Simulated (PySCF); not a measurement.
# Spinor energies of Ir(46+) (iridium, charge +46)

Start: [Ar] 3d10 4s2 4p1; 4p1/2 filled at m_j = +1/2. Calculated with PySCF 2.14 in an even-tempered Gaussian basis (16 s from 6.3 bohr⁻², ratio 2.8; 13 p from 8.2 bohr⁻², ratio 2.8; 8 d from 15 bohr⁻², ratio 2.8; 4 f from 34 bohr⁻², ratio 3): generalised Hartree-Fock with the X2C-1e Hamiltonian and a Gaussian nucleus; one run each with spin-orbit coupling (SO) switched off, then screened by Boettger's factors.

| spinor shell | electrons | ε, spin-free (eV) | ε, screened SO (eV) | weight of nominal j (screened SO) | rms radius, screened SO (bohr) |
| --- | --- | --- | --- | --- | --- |
| 1s1/2 | 2 | -78906.4 | -78877.7 | 1.000 | 0.0197 |
| 2s1/2 | 2 | -15869.6 | -15859.6 | 1.000 | 0.0794 |
| 2p1/2 | 2 | -14104.5 | -15276.7 | 1.000 | 0.0673 |
| 2p3/2 | 4 | -14104.5 | -13635.9 | 1.000 | 0.0751 |
| 3s1/2 | 2 | -5445.6 | -5441.5 | 1.000 | 0.201 |
| 3p1/2 | 2 | -4916.5 | -5187.3 | 1.000 | 0.192 |
| 3p3/2 | 4 | -4916.5 | -4804.5 | 1.000 | 0.206 |
| 3d3/2 | 4 | -4351.3 | -4398.5 | 1.000 | 0.180 |
| 4s1/2 | 2 | -2582.4 | -2581.1 | 1.000 | 0.419 |
| 4p1/2 | 1 | -2408.1 | -2493.9 | 1.000 | 0.406 |

(1) Where does 3d5/2 lie, and what is the 3d spin-orbit splitting (screened SO)?

```json
{"quantity": "E (hartree)", "spin-free": "-16335.43822", "screened SO": "-16362.41242"}
{"quantity": "M_J", "spin-free": "1/2", "screened SO": "1/2"}
{"quantity": "⟨J²⟩", "spin-free": "1.113", "screened SO": "0.751"}
{"quantity": "⟨L²⟩", "spin-free": "2.003", "screened SO": "2.065"}
{"quantity": "⟨S²⟩", "spin-free": "0.751", "screened SO": "0.813"}
```

Each row is a mean over spinors that exchange with the open shell spreads, by up to 7.346 eV (3p1/2).

Breit and QED terms are absent; they matter most for the inner s and p1/2 levels.

Densities and radii are taken from the X2C orbitals without a picture-change correction, which distorts them close to the nucleus.

Without spin-orbit coupling the j labels of p, d and f shells carry no meaning; the spin-free column gives the mean over the occupied spinors of each nl shell, and its ⟨J²⟩ belongs to a mixture of degenerate components.

## Answers

(1) At -4315.6 eV, 82.845 eV above 3d3/2.
